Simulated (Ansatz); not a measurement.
The same path of CH₇BFNO (12 atoms, charge 0, multiplicity 1) was run 3 times with different band settings. Lost on the way: B1–O2, N6–H12. Made: O2–H12.

These are results of Ansatz 0.2.0, RKS B3LYP/cc-pVDZ, not measurements.

Relaxed end points:

```xyz
12
Properties=species:S:1:pos:R:3
B 0.162 0.249 0.295
O -1.067 -0.046 0.964
H -1.452 -0.866 0.631
F 1.309 -0.344 0.868
H 0.173 0.196 -0.934
N 0.368 1.854 0.680
H 1.323 2.121 0.425
C -0.628 2.768 0.081
H -1.622 2.408 0.375
H -0.481 3.806 0.413
H -0.541 2.709 -1.012
H 0.321 1.891 1.704
```

```xyz
12
Properties=species:S:1:pos:R:3
B 1.009 0.544 -0.459
O -1.515 0.756 2.378
H -2.127 0.226 1.843
F 2.133 -0.084 -0.043
H 0.385 0.089 -1.383
N 0.593 1.697 0.208
H 1.179 2.066 0.953
C -0.550 2.533 -0.144
H -1.044 2.106 -1.029
H -1.277 2.566 0.682
H -0.235 3.560 -0.392
H -0.686 0.690 1.878
```

Common settings: movable images 5; climbing image yes; spring 5.0 eV/Å²; optimiser quadratic models (default); iteration limit 60; end points relaxed.

| run | start path | force threshold |
| --- | --- | --- |
| 1 | through a guess of the saddle point | 0.05 eV/Å |
| 2 | through a guess of the saddle point | 0.2 eV/Å |
| 3 | straight line | 0.05 eV/Å |

(1) What does each run give, and how far can it be trusted?

Answers

(1) Run 1: converged after 20 iterations, highest image 1.196 eV above the first end. A vibrational analysis at the climbing image gives one clearly imaginary mode, 1146i cm⁻¹: a first-order saddle point.
Run 2: converged after 14 iterations, highest image 1.201 eV above the first end. The threshold of 0.2 eV/Å is loose, so the images may lie well off the minimum-energy path. The order of the stationary point at the top wasn't checked.
Run 3: converged after 20 iterations, highest image 1.196 eV above the first end. Another band between the same ends (5 images) ends at a top of the same energy, where a vibrational analysis finds 1 clearly imaginary mode.
The orbitals stay closed-shell, which can raise the energy where a bond breaks towards radicals; this wasn't checked here.
